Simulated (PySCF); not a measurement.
## [Dy(NH3)3]3+ at several levels of theory

Computed with PySCF 2.14.0 (density fitting, no spin-orbit coupling) at the geometry relaxed with PBE0:

```xyz
13
[Dy(NH3)3]3+ (singlet in the valence; each metal's 4f electrons, 9 of them, lie in its core potential, out of spins and levels)
Dy    0.0000    0.0000    0.7216
N     2.2700   -0.0007   -0.0422
H     2.9682   -0.3078    0.6621
H     2.4821   -0.6127   -0.8517
H     2.6448    0.9171   -0.3460
N    -1.1344    1.9662   -0.0422
H    -1.2175    2.7244    0.6621
H    -0.7104    2.4559   -0.8517
H    -2.1166    1.8319   -0.3460
N    -1.1356   -1.9655   -0.0422
H    -1.7507   -2.4166    0.6621
H    -1.7717   -1.8432   -0.8517
H    -0.5282   -2.7490   -0.3460
```

```
    level                                              basis    state  HOMO (eV)  gap (eV)  charge on Dy1 (e)  population of f-type functions on Dy1 (polarisation alone where 4f lies in the core)  dipole about the centre of mass (D)  largest force component (eV/Å)
     PBE0  Dy lcecp-1-SVP with ECP55, N def2-SVP, H def2-SVP  singlet     -24.70      8.26               1.81                                                                                  0.03                                 2.72                            0.01
CAM-B3LYP                                           the same  singlet     -26.11     10.61               1.80                                                                                  0.03                                 2.64                            0.06
      PBE                                           the same  singlet     -23.16      5.77               1.68                                                                                  0.03                                 2.92                            0.37
```

In the lcecp rows the 4f levels are missing from HOMO and gap, and the state counts the valence alone.

Charges are Mulliken's, which hang on the basis. The relaxation used the grid (50, 194), these runs (75, 302) or, all-electron (x2c bases, spin-free X2C Hamiltonian), (99, 590).

Problem. What does PBE0 with Dy lcecp-1-TZVP with ECP55, N def2-TZVP, H def2-TZVP give here?

Solution. state singlet, HOMO (eV) -24.60, gap (eV) 8.27, charge on Dy1 (e) 2.06, population of f-type functions on Dy1 (polarisation alone where 4f lies in the core) 0.04, dipole about the centre of mass (D) 2.73, largest force component (eV/Å) 0.36. Time: 27 s on 2 threads of Intel(R) Xeon(R) 6975P-C (Granite Rapids), on a shared host, from free ions and atoms.

In the first row's basis the gap widens with exact exchange: 5.8 eV for PBE (none); 8.3 eV for PBE0 (a fixed share); 10.6 eV for CAM-B3LYP (rising or full at long range).

A frequency check found unstable modes (3, the lowest at -36 cm⁻¹), so the relaxed geometry is a saddle point, or these are noise. An lcecp potential fixes the number of 4f electrons, so in runs with it no electron can move into or out of that shell.
